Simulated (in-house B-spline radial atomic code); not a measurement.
# Ionising the silicon ion Si²⁺ with different functionals

Computed with a B-spline radial code for spherical atoms: scalar-relativistic (spin-free X2C) Hamiltonian, Fermi nucleus of rms radius 3.1224 fm, spin-polarised at highest spin, spherical fractional occupations for the functionals, the average over the highest-spin determinants for Hartree-Fock. The ionisation energy is the difference of two self-consistent energies, [Ne] 3s2 → [Ne] 3s1, without Breit or QED terms; ε is the level of the shell that loses the electron (its least bound occupied spin orbital).

| method | rung | ΔSCF (eV) | -ε(3s) (eV) |
| --- | --- | --- | --- |
| Hartree-Fock | Hartree-Fock | 32.02 | 32.23 |
| HF fractional | Hartree-Fock | 32.02 | 32.23 |
| LDA VWN5 | LDA | 33.59 | 28.66 |
| LDA PW92 | LDA | 33.59 | 28.66 |
| LDA exchange-only | LDA | 31.98 | 27.37 |
| PBE | GGA | 33.45 | 28.53 |
| PBEsol | GGA | 33.28 | 28.49 |
| BLYP | GGA | 33.54 | 28.48 |
| RPBE | GGA | 33.41 | 28.47 |
| PW91 | GGA | 33.52 | 28.61 |
| BP86 | GGA | 33.52 | 28.68 |
| AM05 | GGA | 33.20 | 28.44 |
| OLYP | GGA | 33.27 | 28.30 |
| TPSS | meta-GGA | 33.26 | 28.60 |
| SCAN | meta-GGA | 32.98 | 28.74 |
| r2SCAN | meta-GGA | 32.93 | 28.71 |
| revTPSS | meta-GGA | 33.21 | 28.65 |
| PBE0 | global hybrid | 33.31 | 29.69 |
| B3LYP | global hybrid | 33.61 | 29.56 |
| TPSSh | global hybrid | 33.23 | 29.06 |
| BHandHLYP | global hybrid | ? | ? |
| r2SCAN0 | global hybrid | 32.97 | 29.80 |
| B97-1 | global hybrid | 33.58 | 29.43 |
| HSE06 | range-separated hybrid | ? | ? |
| wB97X | range-separated hybrid | 33.21 | 32.18 |
| CAM-B3LYP | range-separated hybrid | 33.61 | 31.19 |
| LC-wPBE | range-separated hybrid | 33.31 | 32.60 |

Task: What does HSE06 give?

Result: ΔSCF 33.32 eV, and -ε(3s) = 29.31 eV.

Task: What does BHandHLYP give?

Result: ΔSCF 33.35 eV, and -ε(3s) = 30.77 eV.

Task: Among the functionals, which spreads more, the ΔSCF values or the orbital energies?

Result: The orbital energies: ΔSCF values span about 1.64 eV and the orbital energies 5.23 eV.

Task: How do they compare with the NIST value?

Result: NIST lists 33.493 eV (measured, ground level to ground level). Errors run from -1.52 to +0.12 eV; PW91 is closest (+0.02 eV), but part of that can be cancellation, since the calculations leave out Breit-QED terms, the near-degeneracy of s² and p². Hartree-Fock also lacks correlation.
